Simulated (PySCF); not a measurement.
**Magnetic susceptibility: `C[SiH2]CC(C)(C)F`, C₅H₁₃FSi**

Molfile (atoms numbered from 1):
```
C5H13FSi
     RDKit          3D

 20 19  0  0  0  0  0  0  0  0999 V2000
    3.1772   -0.0821   -0.6617 C   0  0  0  0  0  0  0  0  0  0  0  0
    1.5012    0.7956   -0.5154 Si  0  0  0  0  0  4  0  0  0  0  0  0
    0.1846   -0.5424   -0.1527 C   0  0  0  0  0  0  0  0  0  0  0  0
   -1.1313   -0.0133    0.4061 C   0  0  0  0  0  0  0  0  0  0  0  0
   -1.8344    0.9422   -0.5489 C   0  0  0  0  0  0  0  0  0  0  0  0
   -2.0589   -1.1501    0.8305 C   0  0  0  0  0  0  0  0  0  0  0  0
   -0.8324    0.7161    1.5651 F   0  0  0  0  0  0  0  0  0  0  0  0
    3.1663   -0.8406   -1.4391 H   0  0  0  0  0  0  0  0  0  0  0  0
    3.4554   -0.5686    0.2689 H   0  0  0  0  0  0  0  0  0  0  0  0
    3.9609    0.6269   -0.9076 H   0  0  0  0  0  0  0  0  0  0  0  0
    1.5391    1.7940    0.5543 H   0  0  0  0  0  0  0  0  0  0  0  0
    1.1867    1.4466   -1.7992 H   0  0  0  0  0  0  0  0  0  0  0  0
   -0.0374   -1.1115   -1.0559 H   0  0  0  0  0  0  0  0  0  0  0  0
    0.5926   -1.2502    0.5722 H   0  0  0  0  0  0  0  0  0  0  0  0
   -2.0596    0.4362   -1.4828 H   0  0  0  0  0  0  0  0  0  0  0  0
   -1.1974    1.7982   -0.7521 H   0  0  0  0  0  0  0  0  0  0  0  0
   -2.7616    1.2971   -0.1042 H   0  0  0  0  0  0  0  0  0  0  0  0
   -1.5693   -1.7748    1.5743 H   0  0  0  0  0  0  0  0  0  0  0  0
   -2.9709   -0.7481    1.2660 H   0  0  0  0  0  0  0  0  0  0  0  0
   -2.3158   -1.7605   -0.0306 H   0  0  0  0  0  0  0  0  0  0  0  0
  1  2  1  0
  2  3  1  0
  3  4  1  0
  4  5  1  0
  4  6  1  0
  4  7  1  0
  1  8  1  0
  1  9  1  0
  1 10  1  0
  2 11  1  0
  2 12  1  0
  3 13  1  0
  3 14  1  0
  5 15  1  0
  5 16  1  0
  5 17  1  0
  6 18  1  0
  6 19  1  0
  6 20  1  0
M  END
```

Method: GIAO BHandHLYP/pcSseg-1 magnetisability, rotational g tensor and spin-rotation constants, non-relativistic, gas phase (PySCF 2.14.0). Geometry: GFN2-xTB.

**Question.** How diamagnetic is it, and how anisotropic?

**Answer.** Isotropic -1446 × 10⁻³⁰ J/T², or -87.1 × 10⁻⁶ cm³/mol; principal values -1457, -1450, -1431 × 10⁻³⁰ J/T², anisotropy 23 × 10⁻³⁰ J/T² (root of half the summed squared differences of the principal values). The susceptibility is in cgs units.

**Question.** Split it along the inertial axes a, b, c into diamagnetic and paramagnetic parts about the centre of mass, with the quadrupole moment.

**Answer.** 
```tsv
axis	χ (10⁻⁶ cm³/mol)	diamagnetic (10⁻⁶ cm³/mol)	paramagnetic (10⁻⁶ cm³/mol)	summed x² of all electrons (Å²)	quadrupole Θ (D Å)
a	-87.7	-443.2	355.5	250.6	+2.27
b	-86.2	-1253.1	1166.8	59.7	+0.76
c	-87.3	-1316.5	1229.2	44.8	-3.03
```
Anisotropies 2χaa − χbb − χcc = -1.9 and 2χbb − χaa − χcc = +2.5 × 10⁻⁶ cm³/mol. Θ is traceless in Buckingham's convention.

**Question.** And the rotational g tensor?

**Answer.** 
| axis | rotational constant (GHz) | g | nuclear part | electronic part |
| --- | --- | --- | --- | --- |
| a | 3.9156 | -0.0157 | 0.6382 | -0.6539 |
| b | 1.0888 | -0.0047 | 0.5922 | -0.5969 |
| c | 1.0485 | -0.0029 | 0.6026 | -0.6055 |

Asymmetric top; isotopes 12C, 19F, 1H, 28Si; no vibrational averaging.
